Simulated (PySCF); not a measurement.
Precursor series Zn F-Br. Gas-phase values, no solvent.

Computed with PySCF with TPSSh-D3(BJ)/def2-TZVP // TPSS-D3(BJ)/def2-SVP. 

```
species                                coordination number  charge on the central atom (Mulliken) (e)  HOMO–LUMO gap (eV)  LUMO (eV)
-------------------------------------  -------------------  -----------------------------------------  ------------------  ---------
0 of 2 F replaced by Br ([Zn(F)2])                       2                                        ___                 ___      -2.38
1 of 2 F replaced by Br ([Zn(F)(Br)])                    2                                        ___                5.87      -2.30
2 of 2 F replaced by Br                                  2                                       0.54                5.68      -2.23
```

### Question
Some entries are withheld; supply them.

### Answer

- 0 of 2 F replaced by Br ([Zn(F)2]), charge on the central atom (Mulliken) (e): 0.93
- 0 of 2 F replaced by Br ([Zn(F)2]), HOMO–LUMO gap (eV): 7.05
- 1 of 2 F replaced by Br ([Zn(F)(Br)]), charge on the central atom (Mulliken) (e): 0.73
